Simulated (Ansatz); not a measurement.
Cost and result for the atomization energy of CH₅ClSiTe (`ClC[SiH2][TeH]`) (9 atoms, 8 bonds).

```xyz
9

Cl    0.5933    2.5598   -0.3083
C     0.6215    0.9297    0.4244
Si   -0.7104   -0.1192   -0.3903
Te   -0.7493   -2.4114    0.5971
H     1.6176    0.5131    0.2740
H     0.4483    1.0378    1.4949
H    -2.0446    0.4601   -0.1032
H    -0.4631   -0.1751   -1.8504
H     0.6866   -2.7948   -0.1381
```

The species carries charge 0 and has multiplicity 1. Correlated methods include outer-core shells of Te, which these sets cover unevenly. Te: def2 effective core potential. The structure was optimised at the PBE0-D4/def2-TZVP level. It is one conformer, not always the lowest. Program: Ansatz. All runs use 4 threads of an Arm Neoverse V1 on a shared host. Times are those of one run each, without the atoms' runs, and a repeat can differ threefold. Electronic energies, without spin–orbit coupling; frozen cores. CCSD(T)/CBS adds CCSD(T) − MP2 in def2-TZVPP to the MP2 limit, and its time is that of the two runs behind it. T1 = 0.010. With those shells the extrapolation isn't a true limit. B3LYP takes the VWN-RPA correlation (the form of Gaussian; ORCA's B3LYP/G).

CCSD(T)/CBS is a level of theory with its own doubt, some kJ/mol a heavy atom from the limit and from the frozen cores, so smaller differences don't rank the functionals.

```json
{"level": "PBE-D4/def2-TZVPP (with forces)", "functions": "235", "wall time": "2.4 s", "atomization (kJ/mol)": "2740.7", "difference from CCSD(T)/CBS": "11.2", "per bond": "1.4"}
{"level": "PBE0-D4/def2-TZVPP", "functions": "235", "wall time": "3.1 s", "atomization (kJ/mol)": "2710.6", "difference from CCSD(T)/CBS": "-18.9", "per bond": "-2.4"}
{"level": "r2SCAN-D4/def2-TZVPP (with forces)", "functions": "235", "wall time": "4.5 s", "atomization (kJ/mol)": "2715.3", "difference from CCSD(T)/CBS": "-14.2", "per bond": "-1.8"}
{"level": "B3LYP-D4/def2-TZVPP (with forces)", "functions": "235", "wall time": "4.6 s", "atomization (kJ/mol)": "2702.1", "difference from CCSD(T)/CBS": "-27.4", "per bond": "-3.4"}
{"level": "B2PLYP/def2-TZVPP", "functions": "235", "wall time": "5.5 s", "atomization (kJ/mol)": "2663.9", "difference from CCSD(T)/CBS": "-65.6", "per bond": "-8.2"}
{"level": "ωB97X-V/def2-TZVPP", "functions": "235", "wall time": "8 s", "atomization (kJ/mol)": "2728.3", "difference from CCSD(T)/CBS": "-1.2", "per bond": "-0.1"}
{"level": "ωB97M-V/def2-TZVPP (with forces)", "functions": "235", "wall time": "12 s", "atomization (kJ/mol)": "2710.2", "difference from CCSD(T)/CBS": "-19.3", "per bond": "-2.4"}
{"level": "MP2/def2-QZVPP", "functions": "429", "wall time": "17 s", "atomization (kJ/mol)": "2710.2", "difference from CCSD(T)/CBS": "-19.3", "per bond": "-2.4"}
{"level": "CCSD(T)/def2-TZVPP", "functions": "235", "wall time": "2.3 min", "atomization (kJ/mol)": "2639.9", "difference from CCSD(T)/CBS": "-89.6", "per bond": "-11.2"}
{"level": "CCSD(T)/CBS(def2)", "functions": "–", "wall time": "2.5 min", "atomization (kJ/mol)": "2729.5", "difference from CCSD(T)/CBS": "0.0", "per bond": "0.0"}
```

In def2-TZVPP, CCSD(T) changes the Hartree–Fock value by +678.1 kJ/mol (the triples alone add +43.1 kJ/mol) and MP2 by +695.8 kJ/mol; breaking electron pairs costs correlation energy, which Hartree–Fock lacks. From PBE to PBE0 (25 % exact exchange), in def2-TZVPP and without D4, the atomization energy moves by −26.7 kJ/mol: exact exchange takes away binding that semilocal exchange gives to molecules. The D4 term adds +39.1 kJ/mol with B3LYP and +20.6 kJ/mol with PBE0; it sums over pairs of atoms, weighted by their polarisabilities, and B3LYP, whose exchange is more repulsive, gets the larger term.

Spin–orbit coupling would lower the free Te atoms strongly, and the atomization energy with them, by more than many differences here.
